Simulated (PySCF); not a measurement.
PySCF input for silyloxysilylmethanol (CH8O2Si2), SMILES OC[SiH2]O[SiH3], PBE-D3(BJ)/def2-SVP. Geometry: PBE-D3(BJ)/def2-SVP. One conformer was computed; it need not be the lowest.

```python
import numpy as np
from pyscf import gto, scf, dft, df
from pyscf.hessian import thermo

mol = gto.M(
    atom='''
    O    -3.17270264    0.32770975   -0.13254449
    C    -1.99425775    0.09665946    0.64675923
    Si   -0.50304835    0.08912541   -0.52918662
    O     0.93330508   -0.02027716    0.33295027
    Si    2.56988313   -0.32421346    0.16066681
    H    -3.11331186    1.23689812   -0.48082965
    H    -1.86683008    0.82764951    1.48237314
    H    -2.11221836   -0.89817306    1.12556395
    H    -0.61827561   -1.05123206   -1.50437279
    H    -0.54651968    1.38619196   -1.30209723
    H     2.79484416   -1.55239847   -0.68198216
    H     3.25877741    0.84513336   -0.49125503
    H     3.14857412   -0.54225403    1.52807572
    ''',
    basis='def2-SVP',
    charge=0,
    spin=0,
    max_memory=1600,
    verbose=3,
)
mf = dft.RKS(mol, xc='pbe').density_fit(auxbasis='def2-universal-jkfit')
mf.disp = 'd3bj'
mf.grids.level = 3
mf.conv_tol = 1e-11
mf.max_cycle = 100
mf.kernel()

# [left out here: the lines that compute and print the analytic Hessian (its translational invariance restored by hand, since the grid's response is missing), thermochemistry and intensities]
```

Output:

```
[...]
      11   H                -0.13  0.11  0.08   -0.01  0.00 -0.00    0.12 -0.05  0.04
      12   H                -0.23  0.10  0.10    0.01 -0.01 -0.00    0.17 -0.03 -0.07
Mode                                15                  16                  17
Irrep
Freq [cm^-1]                      912.0764            916.2203            923.1853
Reduced mass [au]                   1.0502              1.0567              1.0992
Force const [Dyne/A]                0.5147              0.5226              0.5519
Char temp [K]                    1312.2748           1318.2371           1328.2581
Normal mode                   x     y     z       x     y     z       x     y     z
       0   O                -0.00  0.00 -0.00    0.01 -0.00  0.00    0.02 -0.00  0.01
       1   C                -0.00 -0.00 -0.00   -0.01 -0.00 -0.01   -0.02 -0.00 -0.02
       2  Si                 0.00  0.00  0.00    0.01 -0.00  0.02    0.01 -0.00  0.04
       3   O                -0.00 -0.00  0.00   -0.01  0.00  0.00   -0.02  0.00 -0.01
       4  Si                 0.00  0.04 -0.01    0.01 -0.01 -0.03    0.03 -0.00  0.01
       5   H                 0.00  0.00  0.00   -0.00  0.00  0.01    0.00  0.01  0.03
       6   H                 0.00  0.00 -0.01    0.00  0.00 -0.01    0.01  0.01 -0.03
       7   H                -0.00  0.00  0.01   -0.00  0.00  0.01   -0.01  0.01  0.02
       8   H                -0.02  0.01 -0.01   -0.06  0.16 -0.18   -0.06  0.37 -0.41
       9   H                -0.03 -0.01 -0.03   -0.06 -0.13 -0.21   -0.04 -0.31 -0.50
      10   H                 0.11 -0.33  0.53   -0.26 -0.26  0.29   -0.11  0.10 -0.17
      11   H                -0.19  0.08 -0.09    0.02  0.33  0.61   -0.19 -0.04 -0.28
      12   H                -0.04 -0.70 -0.10    0.17  0.27 -0.04   -0.25 -0.07  0.11
Mode                                18                  19                  20
Irrep
Freq [cm^-1]                      966.7215           1025.7670           1050.8611
Reduced mass [au]                   1.2053              5.3631              6.8767
Force const [Dyne/A]                0.6637              3.3248              4.4743
Char temp [K]                    1390.8970           1475.8503           1511.9552
Normal mode                   x     y     z       x     y     z       x     y     z
       0   O                 0.01  0.00  0.01   -0.14  0.02 -0.09    0.00 -0.00  0.00
       1   C                -0.01 -0.00 -0.02    0.15 -0.02  0.10   -0.00  0.00 -0.00
       2  Si                 0.02  0.00  0.01   -0.00 -0.00  0.01    0.05 -0.01  0.03
       3   O                 0.04 -0.01  0.01   -0.00  0.00 -0.00   -0.21  0.03 -0.05
       4  Si                -0.07  0.01  0.01   -0.00  0.00  0.00    0.05 -0.01 -0.00
       5   H                -0.03 -0.00 -0.00    0.12  0.06  0.02    0.04  0.01  0.04
       6   H                -0.01  0.00 -0.02    0.10 -0.01  0.08   -0.07  0.00  0.01
       7   H                -0.03  0.01  0.00    0.24 -0.05  0.04   -0.00  0.01  0.02
       8   H                -0.19  0.16 -0.14    0.03  0.08 -0.09    0.03 -0.02  0.03
       9   H                -0.21 -0.13 -0.19   -0.01 -0.06 -0.07    0.04  0.02  0.05
      10   H                 0.45  0.08  0.04    0.03  0.01 -0.00    0.14  0.02 -0.00
      11   H                 0.40 -0.25  0.03    0.02 -0.02 -0.00    0.13 -0.07 -0.01
      12   H                 0.40 -0.04 -0.20    0.03 -0.00 -0.01    0.18 -0.03 -0.07
Mode                                21                  22                  23
Irrep
Freq [cm^-1]                     1108.0328           1235.2914           1331.8695
Reduced mass [au]                   1.0691              1.3262              1.2058
Force const [Dyne/A]                0.7733              1.1923              1.2602
Char temp [K]                    1594.2125           1777.3093           1916.2637
Normal mode                   x     y     z       x     y     z       x     y     z
       0   O                -0.00  0.00  0.02    0.01 -0.01 -0.03   -0.03 -0.06 -0.00
       1   C                -0.05  0.00 -0.04   -0.13  0.03  0.05    0.02  0.08 -0.04
       2  Si                -0.00 -0.01 -0.00    0.02  0.00  0.00   -0.00  0.00  0.00
       3   O                 0.02 -0.00  0.00   -0.01  0.00 -0.00    0.01 -0.00  0.00
       4  Si                -0.00  0.00  0.00    0.00 -0.00  0.00   -0.00  0.00  0.00
       5   H                 0.52  0.07  0.27    0.08  0.01  0.05    0.60  0.04  0.33
       6   H                -0.45  0.16 -0.13    0.72  0.01 -0.06    0.20 -0.18  0.18
       7   H                 0.57 -0.03  0.07    0.38 -0.14 -0.18   -0.47  0.13 -0.07
       8   H                 0.03  0.01 -0.03   -0.05 -0.02  0.02   -0.00  0.00  0.01
       9   H                -0.04  0.03  0.05   -0.04  0.02  0.02    0.01  0.00 -0.01
      10   H                 0.00  0.00  0.00    0.01  0.00  0.00    0.00  0.00  0.00
      11   H                -0.00 -0.00  0.00    0.00 -0.00 -0.00    0.00 -0.00  0.00
      12   H                -0.00  0.00  0.00    0.01 -0.00 -0.00    0.00 -0.00 -0.00
Mode                                24                  25                  26
Irrep
Freq [cm^-1]                     1399.3110           2128.3984           2153.5543
Reduced mass [au]                   1.0643              1.0382              1.0357
Force const [Dyne/A]                1.2279              2.7711              2.8300
Char temp [K]                    2013.2970           3062.2913           3098.4851
Normal mode                   x     y     z       x     y     z       x     y     z
       0   O                 0.00  0.01 -0.01    0.00 -0.00  0.00   -0.00 -0.00 -0.00
       1   C                -0.03  0.01 -0.06   -0.00  0.00 -0.00    0.00  0.00  0.00
       2  Si                 0.00 -0.00 -0.00   -0.00  0.03 -0.02   -0.00  0.02  0.01
       3   O                 0.00  0.00 -0.00   -0.00  0.00 -0.00    0.00 -0.00  0.00
       4  Si                -0.00  0.00  0.00   -0.00 -0.00  0.00    0.01 -0.02 -0.02
       5   H                -0.08 -0.00 -0.06    0.01 -0.00  0.00    0.00 -0.00  0.00
       6   H                 0.09 -0.50  0.40    0.01  0.00  0.00   -0.00  0.00  0.00
       7   H                 0.26  0.27  0.60    0.01  0.00 -0.01   -0.00  0.00 -0.00
       8   H                -0.01 -0.01  0.01    0.01  0.07  0.04   -0.03 -0.34 -0.29
       9   H                -0.01  0.01  0.01    0.02 -0.83  0.49    0.00 -0.09  0.06
      10   H                -0.00  0.00 -0.00    0.01 -0.05 -0.03   -0.12  0.68  0.47
      11   H                 0.00 -0.00 -0.00    0.05  0.10 -0.05   -0.10 -0.17  0.08
      12   H                 0.00  0.00 -0.00    0.01 -0.01  0.03   -0.03  0.00 -0.07
Mode                                27                  28                  29
Irrep
Freq [cm^-1]                     2159.9372           2163.5707           2186.5511
Reduced mass [au]                   1.0454              1.0415              1.0432
Force const [Dyne/A]                2.8736              2.8725              2.9387
Char temp [K]                    3107.6687           3112.8966           3145.9602
Normal mode                   x     y     z       x     y     z       x     y     z
       0   O                -0.00  0.00 -0.00    0.00  0.00  0.00    0.00  0.00 -0.00
       1   C                 0.00 -0.00 -0.00   -0.00 -0.00 -0.00   -0.00 -0.00 -0.00
       2  Si                 0.00 -0.00  0.00   -0.00 -0.02 -0.02   -0.00 -0.00 -0.00
       3   O                -0.00  0.00 -0.00   -0.00  0.00  0.00    0.00 -0.00  0.00
       4  Si                -0.01 -0.03  0.01    0.00 -0.01 -0.01    0.01 -0.00  0.03
       5   H                -0.00  0.00 -0.00   -0.00 -0.00 -0.00   -0.00 -0.00  0.00
       6   H                -0.00 -0.00 -0.00    0.00 -0.00 -0.01    0.00  0.00  0.00
       7   H                -0.00 -0.00  0.00    0.00 -0.00  0.00    0.00 -0.00  0.00
       8   H                -0.00 -0.03 -0.02    0.07  0.66  0.56    0.00  0.02  0.01
       9   H                -0.00  0.09 -0.05    0.00  0.02 -0.02    0.00 -0.01  0.01
      10   H                -0.03  0.18  0.14   -0.07  0.37  0.25    0.01 -0.05 -0.02
      11   H                 0.43  0.73 -0.41   -0.04 -0.07  0.03    0.02  0.04 -0.00
      12   H                 0.01 -0.02  0.03   -0.01 -0.00 -0.01   -0.37  0.14 -0.89
Mode                                30                  31                  32
Irrep
Freq [cm^-1]                     2918.2487           3025.5186           3693.9016
Reduced mass [au]                   1.0688              1.0945              1.0668
Force const [Dyne/A]                5.3630              5.9031              8.5763
Char temp [K]                    4198.7102           4353.0476           5314.7020
Normal mode                   x     y     z       x     y     z       x     y     z
       0   O                 0.00 -0.00  0.00    0.00  0.00 -0.00   -0.00 -0.06  0.02
       1   C                 0.00  0.03  0.06   -0.01 -0.08  0.02   -0.00 -0.00 -0.00
       2  Si                 0.00  0.00 -0.00    0.00 -0.00 -0.00    0.00  0.00 -0.00
       3   O                -0.00 -0.00 -0.00   -0.00  0.00 -0.00   -0.00  0.00  0.00
       4  Si                 0.00 -0.00  0.00    0.00 -0.00  0.00    0.00 -0.00 -0.00
       5   H                 0.00 -0.00 -0.00   -0.01 -0.01  0.00    0.05  0.90 -0.35
       6   H                -0.09 -0.62 -0.68    0.02  0.15  0.19   -0.00  0.00 -0.00
       7   H                 0.02  0.24 -0.09    0.11  0.83 -0.39    0.00  0.01 -0.00
       8   H                 0.00 -0.00 -0.00   -0.00  0.00  0.00   -0.00 -0.00  0.00
       9   H                -0.00 -0.00  0.00    0.00  0.00 -0.00    0.00 -0.00  0.00
      10   H                -0.00  0.00 -0.00   -0.00  0.00  0.00   -0.00  0.00  0.00
      11   H                -0.00 -0.00  0.00   -0.00  0.00 -0.00   -0.00 -0.00  0.00
      12   H                -0.00  0.00 -0.00   -0.00  0.00 -0.00   -0.00  0.00 -0.00
temperature 298.1500 [K]
pressure 101325.00 [Pa]
Rotational constants [GHz] 14.52405 1.05905 1.02148
Symmetry number 1
Zero-point energy (ZPE) 0.08633 [Eh]   226646.688 [J/mol]
                           tot       elec      trans        rot        vib
Entropy [J/mol/K]       397.900      0.000    167.168    114.711    116.020
Cv [J/mol/K]            121.725      0.000     12.472     12.472     96.781
Cp [J/mol/K]            130.039      0.000     20.786     12.472     96.781
Internal energy [J/mol]                      3718.434   3718.434 242460.659
Internal energy [Eh]   -771.45773  -771.55291
Enthalpy [J/mol]                             6197.391   3718.434 242460.659
Enthalpy [Eh]          -771.45678
Gibbs free energy [J/mol]                  -43643.731 -30482.768 207869.186
Gibbs free energy [Eh] -771.50197
mode   freq/cm-1   IR/(km/mol)
   1       22.10         0.626
   2       55.61         0.285
   3       64.53         0.517
   4      107.77         7.005
   5      150.10         7.017
   6      264.35         1.695
   7      329.88       156.437
   8      482.47        11.519
   9      599.83         5.725
  10      683.57         4.973
  11      703.52         2.999
  12      710.01        53.709
  13      723.44        69.420
  14      826.10        39.821
  15      870.04       436.895
  16      912.08        66.332
  17      916.22        35.497
  18      923.19       197.946
  19      966.72       228.349
  20     1025.77        81.243
  21     1050.86       410.869
  22     1108.03        17.397
  23     1235.29         1.857
  24     1331.87        26.612
  25     1399.31         3.251
  26     2128.40       116.826
  27     2153.55        32.058
  28     2159.94       146.577
  29     2163.57       180.648
  30     2186.55       113.542
  31     2918.25        37.001
  32     3025.52         9.050
  33     3693.90        24.821
max |gradient| / (hartree/bohr): 7.44695776400594e-05
APT charges: [-0.5719  0.1452  1.4718 -1.2788  1.4401  0.2549 -0.0561 -0.0057 -0.2751
 -0.2999 -0.2764 -0.2812 -0.2669]
```

Self-consistency was reached.

Cost: around 2.6 core-minutes (rough).
